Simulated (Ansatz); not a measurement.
Born–Oppenheimer molecular dynamics of CH₄F₂O₂Si (10 atoms, charge 0, multiplicity 1). It starts from a relaxed structure.

These are results of Ansatz, RKS PBE0-D4/def2-SVP, not measurements.

| Property | Result |
| --- | --- |
| ensemble | NVT, Langevin thermostat |
| time step | 0.5 fs |
| steps asked | 500 |
| set temperature | 700 K |
| friction | 0.005 /fs |
| seed | 922566 |

First frame:

```xyz
10
Properties=species:S:1:pos:R:3
Si -0.178 -0.041 0.111
O 0.099 0.153 1.708
H -0.563 0.616 2.228
F 1.191 -0.610 -0.495
F -0.507 1.354 -0.599
O -1.423 -1.027 -0.241
C -1.542 -2.368 0.170
H -1.397 -2.476 1.259
H -2.552 -2.722 -0.083
H -0.809 -3.011 -0.345
```

(1) How far do the bonds stretch over the last three quarters of this one trajectory? (Pairs bonded in most of those frames.)

Answers

(1) 
| bond | mean (Å) | spread (Å) | shortest | longest |
| --- | --- | --- | --- | --- |
| Si1–O2 | 1.631 | 0.063 | 1.51 | 1.75 |
| Si1–F4 | 1.615 | 0.035 | 1.55 | 1.70 |
| Si1–F5 | 1.612 | 0.030 | 1.55 | 1.66 |
| Si1–O6 | 1.628 | 0.040 | 1.55 | 1.74 |
| O2–H3 | 0.965 | 0.025 | 0.91 | 1.02 |
| O6–C7 | 1.417 | 0.036 | 1.34 | 1.50 |
| C7–H8 | 1.110 | 0.041 | 1.02 | 1.20 |
| C7–H9 | 1.112 | 0.042 | 1.02 | 1.21 |
| C7–H10 | 1.118 | 0.068 | 0.99 | 1.26 |

Mean temperature of the second half: 721 K. A run of 0.25 ps of so small a system gives no equilibrium averages.

Run time: 12 min on 4 threads of Arm Neoverse V1 (shared host), peak memory 0.24 GiB.
